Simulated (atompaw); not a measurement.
u(r) = r·R(r): atom against pseudo-atom (indium)

Columns: radius, all-electron u(r) and pseudo u(r) of the 5p shell (level -8.43 eV) of indium in the configuration [Kr] 4d10 5s2 5p0; PBE, scalar-relativistic, PAW (atompaw) scheme, atompaw 4.2.0.5.

```tsv
r (bohr)	all-electron	pseudo
0.115	-0.0387	0.0042
0.231	0.1583	0.0168
0.346	0.0887	0.0371
0.462	-0.0830	0.0649
0.577	-0.2119	0.0988
0.692	-0.2613	0.1378
0.808	-0.2408	0.1812
0.923	-0.1745	0.2269
1.038	-0.0839	0.2740
1.154	0.0165	0.3217
1.269	0.1151	0.3677
1.385	0.2081	0.4120
1.500	0.2909	0.4527
1.615	0.3634	0.4896
1.731	0.4258	0.5223
1.846	0.4775	0.5500
1.962	0.5200	0.5731
2.077	0.5533	0.5911
2.192	0.5788	0.6046
2.308	0.5972	0.6139
2.423	0.6092	0.6192
2.538	0.6156	0.6209
2.654	0.6172	0.6196
2.769	0.6146	0.6154
2.885	0.6084	0.6085
3.000	0.5992	0.5992
```

(1) How many radial nodes do the two functions have?

(2) Is the pseudo-wave norm-conserving?

Answers

(1) The all-electron 5p function has n − l − 1 = 3; the pseudo-wave has 0, since the states of the same l below it are removed with the core.

(2) No, it belongs to a PAW set: the norm inside the radius is not constrained, and the difference is carried by the augmentation charge.
